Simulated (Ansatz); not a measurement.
Relaxation of C$_{2}$H$_{8}$BClSi (13 atoms, charge 0, multiplicity 1), to a largest force component of 0.015 eV/Å in at most 40 steps.

Theory: Ansatz 0.2.0, RKS r2SCAN/def2-SVP.

```xyz
13
Properties=species:S:1:pos:R:3
C -1.243 -0.591 0.909
B 0.003 -0.164 0.061
C 1.321 -0.994 0.187
Si 0.021 1.369 -1.151
Cl -0.497 3.085 -0.080
H -2.122 -0.762 0.198
H -1.069 -1.430 1.540
H -1.543 0.326 1.535
H 1.633 -1.401 -0.745
H 2.169 -0.326 0.577
H 1.216 -1.825 0.948
H 1.272 1.520 -1.788
H -1.141 1.158 -2.177
```

Question: Where does it end, and by what steps?

Answer: It converged. After 18 steps the energy has fallen by 0.464 eV; Cl5 moved furthest, 1.09 Å.

| step | energy less start (eV) | largest force component (eV/Å) | accepted |
| --- | --- | --- | --- |
| 0 | 0.0000 | 2.630 | yes |
| 1 | -0.3603 | 0.766 | yes |
| 2 | -0.4007 | 0.232 | yes |
| 3 | -0.4055 | 0.135 | yes |
| 4 | -0.4112 | 0.100 | yes |
| 5 | -0.4187 | 0.288 | yes |
| 6 | -0.4272 | 0.143 | yes |
| 7 | -0.4425 | 0.096 | yes |
| 8 | -0.4459 | 0.205 | yes |
| 9 | -0.4518 | 0.107 | yes |
| 10 | -0.4557 | 0.208 | yes |
| 11 | -0.4586 | 0.120 | yes |
| 12 | -0.4599 | 0.117 | yes |
| 13 | -0.4615 | 0.073 | yes |
| 14 | -0.4630 | 0.016 | yes |
| 15 | -0.4636 | 0.026 | yes |
| 16 | -0.4638 | 0.025 | yes |
| 17 | -0.4639 | 0.017 | yes |
| 18 | -0.4639 | 0.008 | yes |

```xyz
13
Properties=species:S:1:pos:R:3
C -1.088 -0.344 1.191
B 0.036 -0.177 0.122
C 1.195 -1.220 -0.027
Si 0.004 1.409 -1.145
Cl -1.433 2.828 -0.583
H -1.924 -0.816 0.629
H -0.847 -1.029 2.020
H -1.505 0.600 1.575
H 1.693 -1.271 -1.008
H 1.968 -0.868 0.689
H 0.923 -2.236 0.306
H 1.323 2.115 -1.212
H -0.326 0.975 -2.541
```

Whether the end is a true minimum wasn't checked by a vibrational analysis.

Run time: 100 s on 2 threads of Arm Neoverse V1, with other jobs on the host, peak memory 0.18 GiB.
